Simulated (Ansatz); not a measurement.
## Ansatz (development build ahead of 0.2.0) run

```yaml
crystal:
  periodic: [false, false, false]
  atoms:
    - { symbol: Co, position_ang: [0.0, 0.0, 0.0] }
    - { symbol: O, position_ang: [0.0, 1.7664, 0.0] }
    - { symbol: Si, position_ang: [0.0, -2.1804, 0.0] }
basis:
  gaussian: { orbitals: pcseg-2 }
magnetization:
  initial_magnetization: 5
hamiltonian:
  xc: r2scan
```

The input is written out in the form of the current development build from the run's settings.

The run gave:

```yaml
Converged: yes
Total_energy: -1747.33845 hartree
Spin_squared_of_the_determinant: 8.750
Stability_test: minimum among restricted orbitals
```

Caution: other spin multiplicities were not run.
